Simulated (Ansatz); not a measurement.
Spectroscopic constants of LiB-, multiplicity 4 (an upper state: multiplicity 2 came lower at CCSD(T)/def2-TZVPP on PBE0 minima).

Seven points along R, fitted to fifth degree in 1/R; most abundant isotopes. In def2 and cc sets the state is the lowest found near the PBE0 minimum, followed along R.

Codes used: Ansatz (Gaussian orbitals). Values without a source in brackets are computed.

Energies at PBE0/def2-TZVPP:

| R (Å) | E (hartree) |
|---|---|
| 2.094718 | -32.14639350 |
| 2.151027 | -32.14742841 |
| 2.202832 | -32.14793645 |
| 2.261394 | -32.14808967 |
| 2.319956 | -32.14787993 |
| 2.387528 | -32.14728432 |
| 2.466361 | -32.14622591 |

Q: With a reduced mass of 4.2852 u, find the minimum, the force constant and the constants.

A: A fifth-degree polynomial in 1/R puts the minimum at r_e = 2.2547 Å with force constant 47.1 N/m. Then ω_e = (1/2πc)√(k/μ) = 432 cm⁻¹ and B_e = h/(8π²cμr_e²) = 0.7738 cm⁻¹; the cubic and quartic terms give α_e = 0.016 and ω_e x_e = 6.4 cm⁻¹.

Ansatz is a first-principles code.
